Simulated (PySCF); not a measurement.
## Polarisability as a sum over states

C₄H₆F₄Si.
SMILES: `FC(F)[Si@H](F)C/C=C\F`

Method used: PySCF 2.14.0, density-fitted response routines, TDDFT CAM-B3LYP/def2-SVPD, vertical, gas phase, core orbitals frozen in the response. Isolated species at its GFN2-xTB geometry (one conformer only). Torsions of this conformer, `[F:1]/[CH:2]=[CH:3]\[CH2:4][Si@@H:5]([F:6])[CH:7]([F:8])[F:9]`: C2–C3–C4–Si5 90°, C3–C4–Si5–F6 54°, C4–Si5–C7–F8 108°.

Computed singlets:

```json
{"state": "S1", "E (eV)": "6.58", "f": "0.149"}
{"state": "S2", "E (eV)": "6.78", "f": "0.047"}
{"state": "S3", "E (eV)": "7.33", "f": "0.195"}
{"state": "S4", "E (eV)": "7.61", "f": "0.022"}
{"state": "S5", "E (eV)": "7.69", "f": "0.020"}
{"state": "S6", "E (eV)": "7.93", "f": "0.028"}
{"state": "S7", "E (eV)": "8.07", "f": "0.011"}
{"state": "S8", "E (eV)": "8.09", "f": "0.094"}
```

Q: How much of the mean static polarisability do these states give, one by one?

A: Each state adds f / ΔE² (ΔE in hartree, 27.2114 eV).

```tsv
state	f/ΔE² (au)	running sum (au)	running share of α (%)
S1	2.56	2.56	3.4
S2	0.77	3.32	4.4
S3	2.69	6.01	8.0
S4	0.29	6.30	8.4
S5	0.25	6.55	8.7
S6	0.32	6.87	9.1
S7	0.12	6.99	9.3
S8	1.07	8.06	10.7
```

The full response gives 75.20 au (11.14 Å³), so 67.1 au comes from the higher roots of the same equations.

Q: By how much does the contribution of these states grow at 1064 nm?

A: With ω = 0.0428 hartree each state's term in the mean polarisability goes from f / ΔE² to f / (ΔE² − ω²); the sum over all 8 states goes from 8.06 to 8.28 au, a rise of 0.22 au.

The largest single term belongs to S3, which also has the largest f.

A one-level model with all 54 active electrons at a single energy would need ΔE = √(N/α) = 23.1 eV to give this α, against S1 at 6.58 eV.
